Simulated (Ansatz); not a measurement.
Ansatz (an electronic-structure program) input (B3LYP-D3(BJ)/def2-TZVP):

Ansatz 0.2 input:
```yaml
crystal:
  periodic: [false, false, false]
  atoms:
    - {symbol: Re, position_ang: [0.02457323, -0.00454314, 0.02937553]}
    - {symbol: O, position_ang: [1.36280435, 0.14994258, -1.28422307]}
    - {symbol: H, position_ang: [1.60808627, 0.95355606, -1.75731350]}
    - {symbol: O, position_ang: [-1.52326197, -0.27607588, 1.06414399]}
    - {symbol: H, position_ang: [-2.16741792, 0.39624575, 1.31478142]}
basis:
  gaussian:
    orbitals: def2-TZVP
hamiltonian:
  xc: b3lyp
  dispersion: d3bj
magnetization: {spin_polarized: true, initial_magnetization: 3}
phonons: {temperatures: {t_min: 298.15, t_max: 298.15, t_step: 100}}
```

Output:

```
Functional definition: B3LYP
integrals: 0.03 GiB planned
767 factors; their error is unknown
mean field: 0.43 GiB planned
mean field evaluation 1: about -6249.3447 eV, gradient 5.5e1 eV
mean field evaluation 2: about -6138.3483 eV, gradient 1.6e2 eV
mean field evaluation 4: about -6258.8531 eV, gradient 8.0e0 eV
mean field evaluation 8: about -6259.1518 eV, gradient 2.1e-1 eV
mean field evaluation 16: about -6259.1645 eV, gradient 8.8e-3 eV
mean field evaluation 32: about -6259.1645 eV, gradient 1.4e-5 eV
mean field -6259.16447151 eV, -230.0200517138 hartree, gradient 1.4e-5 eV, S^2 3.769114; 5 other end points of the search recorded, 0 dependent functions left out
the calculation of the forces begins
reference -6259.16469578 eV, -230.0200599558 hartree; 18, 15 occupied and 96, 99 virtual orbitals, 767 factors
these checks for a lower state are left out or cut short: stability, starts, cluster_reference, orbital_swaps, neighbouring_geometries, increment
integrals: 0.03 GiB planned
767 factors; their error is unknown
mean field: 0.43 GiB planned
mean field -6259.16447089 eV, -230.0200516912 hartree, gradient 1.6e-6 eV, S^2 3.769118; 0 other end points of the search recorded, 0 dependent functions left out
the calculation of the forces begins
reference -6259.16469516 eV, -230.0200599328 hartree; 18, 15 occupied and 96, 99 virtual orbitals, 767 factors
these checks for a lower state are left out or cut short: stability, starts, cluster_reference, orbital_swaps, neighbouring_geometries, increment
integrals: 0.03 GiB planned
767 factors; their error is unknown
mean field: 0.43 GiB planned
mean field -6259.16446498 eV, -230.0200514739 hartree, gradient 2.4e-6 eV, S^2 3.769110; 0 other end points of the search recorded, 0 dependent functions left out
the calculation of the forces begins
reference -6259.16468927 eV, -230.0200597164 hartree; 18, 15 occupied and 96, 99 virtual orbitals, 767 factors
these checks for a lower state are left out or cut short: stability, starts, cluster_reference, orbital_swaps, neighbouring_geometries, increment
integrals: 0.03 GiB planned
767 factors; their error is unknown
mean field: 0.43 GiB planned
mean field evaluation 64: about -6259.1527 eV, gradient 1.4e0 eV
mean field -6259.16438811 eV, -230.0200486490 hartree, gradient 2.1e-6 eV, S^2 3.769102; 0 other end points of the search recorded, 0 dependent functions left out
the calculation of the forces begins
reference -6259.16461238 eV, -230.0200568909 hartree; 18, 15 occupied and 96, 99 virtual orbitals, 767 factors
these checks for a lower state are left out or cut short: stability, starts, cluster_reference, orbital_swaps, neighbouring_geometries, increment
integrals: 0.03 GiB planned
767 factors; their error is unknown
mean field: 0.43 GiB planned
mean field -6259.16438053 eV, -230.0200483707 hartree, gradient 1.6e-6 eV, S^2 3.769126; 0 other end points of the search recorded, 0 dependent functions left out
the calculation of the forces begins
reference -6259.16460482 eV, -230.0200566129 hartree; 18, 15 occupied and 96, 99 virtual orbitals, 767 factors
these checks for a lower state are left out or cut short: stability, starts, cluster_reference, orbital_swaps, neighbouring_geometries, increment
integrals: 0.03 GiB planned
767 factors; their error is unknown
mean field: 0.43 GiB planned
mean field -6259.16442650 eV, -230.0200500600 hartree, gradient 2.6e-6 eV, S^2 3.769154; 0 other end points of the search recorded, 0 dependent functions left out
the calculation of the forces begins
reference -6259.16465079 eV, -230.0200583024 hartree; 18, 15 occupied and 96, 99 virtual orbitals, 767 factors
these checks for a lower state are left out or cut short: stability, starts, cluster_reference, orbital_swaps, neighbouring_geometries, increment
integrals: 0.03 GiB planned
767 factors; their error is unknown
mean field: 0.43 GiB planned
mean field -6259.16440596 eV, -230.0200493051 hartree, gradient 1.9e-6 eV, S^2 3.769074; 0 other end points of the search recorded, 0 dependent functions left out
the calculation of the forces begins
reference -6259.16463023 eV, -230.0200575468 hartree; 18, 15 occupied and 96, 99 virtual orbitals, 767 factors
these checks for a lower state are left out or cut short: stability, starts, cluster_reference, orbital_swaps, neighbouring_geometries, increment
integrals: 0.03 GiB planned
767 factors; their error is unknown
mean field: 0.43 GiB planned
mean field evaluation 96: about -6259.1644 eV, gradient 2.5e-3 eV
mean field -6259.16436150 eV, -230.0200476712 hartree, gradient 1.7e-6 eV, S^2 3.769097; 0 other end points of the search recorded, 0 dependent functions left out
the calculation of the forces begins
reference -6259.16458577 eV, -230.0200559128 hartree; 18, 15 occupied and 96, 99 virtual orbitals, 767 factors
these checks for a lower state are left out or cut short: stability, starts, cluster_reference, orbital_swaps, neighbouring_geometries, increment
integrals: 0.03 GiB planned
767 factors; their error is unknown
mean field: 0.43 GiB planned
mean field -6259.16435869 eV, -230.0200475680 hartree, gradient 1.1e-6 eV, S^2 3.769131; 0 other end points of the search recorded, 0 dependent functions left out
the calculation of the forces begins
reference -6259.16458298 eV, -230.0200558104 hartree; 18, 15 occupied and 96, 99 virtual orbitals, 767 factors
these checks for a lower state are left out or cut short: stability, starts, cluster_reference, orbital_swaps, neighbouring_geometries, increment
integrals: 0.03 GiB planned
767 factors; their error is unknown
mean field: 0.43 GiB planned
mean field -6259.16438051 eV, -230.0200483696 hartree, gradient 2.5e-6 eV, S^2 3.769082; 0 other end points of the search recorded, 0 dependent functions left out
the calculation of the forces begins
reference -6259.16460479 eV, -230.0200566117 hartree; 18, 15 occupied and 96, 99 virtual orbitals, 767 factors
these checks for a lower state are left out or cut short: stability, starts, cluster_reference, orbital_swaps, neighbouring_geometries, increment
integrals: 0.03 GiB planned
767 factors; their error is unknown
mean field: 0.43 GiB planned
mean field -6259.16439740 eV, -230.0200489906 hartree, gradient 2.7e-6 eV, S^2 3.769146; 0 other end points of the search recorded, 0 dependent functions left out
the calculation of the forces begins
reference -6259.16462168 eV, -230.0200572326 hartree; 18, 15 occupied and 96, 99 virtual orbitals, 767 factors
these checks for a lower state are left out or cut short: stability, starts, cluster_reference, orbital_swaps, neighbouring_geometries, increment
integrals: 0.03 GiB planned
767 factors; their error is unknown
mean field: 0.43 GiB planned
mean field -6259.16446510 eV, -230.0200514784 hartree, gradient 1.9e-6 eV, S^2 3.769111; 0 other end points of the search recorded, 0 dependent functions left out
the calculation of the forces begins
reference -6259.16468939 eV, -230.0200597207 hartree; 18, 15 occupied and 96, 99 virtual orbitals, 767 factors
these checks for a lower state are left out or cut short: stability, starts, cluster_reference, orbital_swaps, neighbouring_geometries, increment
integrals: 0.03 GiB planned
767 factors; their error is unknown
mean field: 0.43 GiB planned
mean field evaluation 128: about -6259.1644 eV, gradient 4.4e-5 eV
mean field -6259.16444983 eV, -230.0200509170 hartree, gradient 2.7e-6 eV, S^2 3.769117; 0 other end points of the search recorded, 0 dependent functions left out
the calculation of the forces begins
reference -6259.16467410 eV, -230.0200591588 hartree; 18, 15 occupied and 96, 99 virtual orbitals, 767 factors
these checks for a lower state are left out or cut short: stability, starts, cluster_reference, orbital_swaps, neighbouring_geometries, increment
integrals: 0.03 GiB planned
767 factors; their error is unknown
mean field: 0.43 GiB planned
mean field -6259.16436807 eV, -230.0200479125 hartree, gradient 2.7e-6 eV, S^2 3.769129; 0 other end points of the search recorded, 0 dependent functions left out
the calculation of the forces begins
reference -6259.16459235 eV, -230.0200561549 hartree; 18, 15 occupied and 96, 99 virtual orbitals, 767 factors
these checks for a lower state are left out or cut short: stability, starts, cluster_reference, orbital_swaps, neighbouring_geometries, increment
integrals: 0.03 GiB planned
767 factors; their error is unknown
mean field: 0.43 GiB planned
mean field -6259.16435996 eV, -230.0200476147 hartree, gradient 2.8e-6 eV, S^2 3.769100; 0 other end points of the search recorded, 0 dependent functions left out
the calculation of the forces begins
reference -6259.16458423 eV, -230.0200558564 hartree; 18, 15 occupied and 96, 99 virtual orbitals, 767 factors
these checks for a lower state are left out or cut short: stability, starts, cluster_reference, orbital_swaps, neighbouring_geometries, increment
integrals: 0.03 GiB planned
767 factors; their error is unknown
mean field: 0.43 GiB planned
mean field -6259.16442224 eV, -230.0200499033 hartree, gradient 1.5e-6 eV, S^2 3.769114; 0 other end points of the search recorded, 0 dependent functions left out
the calculation of the forces begins
reference -6259.16464651 eV, -230.0200581451 hartree; 18, 15 occupied and 96, 99 virtual orbitals, 767 factors
these checks for a lower state are left out or cut short: stability, starts, cluster_reference, orbital_swaps, neighbouring_geometries, increment
integrals: 0.03 GiB planned
767 factors; their error is unknown
mean field: 0.43 GiB planned
mean field -6259.16443838 eV, -230.0200504963 hartree, gradient 1.7e-6 eV, S^2 3.769115; 0 other end points of the search recorded, 0 dependent functions left out
the calculation of the forces begins
reference -6259.16466266 eV, -230.0200587387 hartree; 18, 15 occupied and 96, 99 virtual orbitals, 767 factors
Total energy: -6259.29477964 eV, -230.0248404495 hartree
Atom 0 at     0.024573    -0.004543     0.029376 Å, force    -0.000065    -0.000076    -0.000094 eV/Å
Atom 1 at     1.362804     0.149943    -1.284223 Å, force    -0.000089    -0.000030     0.000171 eV/Å
Atom 2 at     1.608086     0.953556    -1.757313 Å, force     0.000014     0.000052    -0.000036 eV/Å
Atom 3 at    -1.523262    -0.276076     1.064144 Å, force     0.000188     0.000011    -0.000054 eV/Å
Atom 4 at    -2.167418     0.396246     1.314781 Å, force    -0.000047     0.000043     0.000013 eV/Å
Dipole moment:    -0.121252     0.448765    -0.067604 e Å
Vibrations: 39.86 227.15 506.08 619.70 620.03 701.43 730.37 3792.91 3795.63 cm⁻¹, zero-point energy 0.683969 eV
```

The spin state was set by rule; other spins were not relaxed.
